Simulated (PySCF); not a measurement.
**Shapes and spin states of Sc₂F⁺**

These are results of PBE0/[F def2-SVP, Sc def2-SVP], no relativity, density fitting, PySCF, not measurements.

Relaxations began from a few typed shapes and spin states; open shells are unrestricted. The search is not exhaustive: other isomers or separated fragments can lie lower, and high-lying points may rest on an excited occupation.

```csv
spin,group,bonds,angles,imaginary modes (cm⁻¹),ΔE (kJ/mol),ΔE with ZPE (kJ/mol)
quintet,D∞h,F–Sc 2.001 Å (×2),Sc–F–Sc 180.0°,none,0.0,0.0
triplet,C2v,"F–Sc 1.992 Å (×2), Sc–Sc 2.979 Å","F–Sc–Sc 41.6° (×2), Sc–F–Sc 96.8°",none,7.7,8.3
"singlet (closed shell, unstable to spin polarisation)",C2v,"F–Sc 1.954 Å (×2), Sc–Sc 3.455 Å","F–Sc–Sc 27.9° (×2), Sc–F–Sc 124.3°",none,164.1,163.7
"singlet (closed shell, unstable to spin polarisation)",D∞h,F–Sc 1.972 Å (×2),Sc–F–Sc 180.0°,none,165.1,164.6
```

The lowest minimum found is the quintet D∞h: F–Sc 2.001 Å (×2); Sc–F–Sc 180.0°.

For the lowest minimum: other spin states or occupations of the open shell can lie lower.
